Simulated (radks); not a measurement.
The numbers below are computed, except where a source is named.
Species: Co VI. Configuration: [Ne] 3s1.75 3p6 3d4.25 (fractional occupations, a model configuration). Level of theory: scalar-relativistic Kohn-Sham, MS2 meta-GGA, spin-polarised, spherical densities, finite nucleus; open shells are filled with parallel spins first; meta-GGA in the generalised Kohn-Sham scheme; Fermi nuclear charge, rms radius 3.7875 fm (a radial shooting solver on a logarithmic mesh with Libxc functionals).

Unscreened Slater integrals over Kohn-Sham orbitals (cm^-1). They are taken over the spin-up orbitals.

integral,value
"F0(3d,3d)",243890
"F2(3d,3d)",117940
"F4(3d,3d)",74455
"F0(3d,3p)",248790
"F2(3d,3p)",121100
"G1(3d,3p)",147660
"G3(3d,3p)",91573
"F0(3d,3s)",252810
"G2(3d,3s)",113850
"F0(3d,2p)",328920
"F2(3d,2p)",69160
"G1(3d,2p)",52984
"G3(3d,2p)",30119
"F0(3p,3p)",255960
"F2(3p,3p)",129450
"F0(3p,3s)",259950
"G1(3p,3s)",173180
"F0(3p,2p)",345320
"F2(3p,2p)",70918
"G0(3p,2p)",27707
"G2(3p,2p)",29138
"F0(3s,3s)",264340
"F0(3s,2p)",350050
"G1(3s,2p)",29449
"F0(2p,2p)",890300
"F2(2p,2p)",419660

Derived for the open shells (J is the average intra-shell exchange parameter used in DFT+U). 3d: Racah B = F2/49 - 5 F4/441 = 1563 cm^-1, C = 35 F4/441 = 5909 cm^-1, C/B = 3.78, F4/F2 = 0.631, J = (F2 + F4)/14 = 13740 cm^-1.
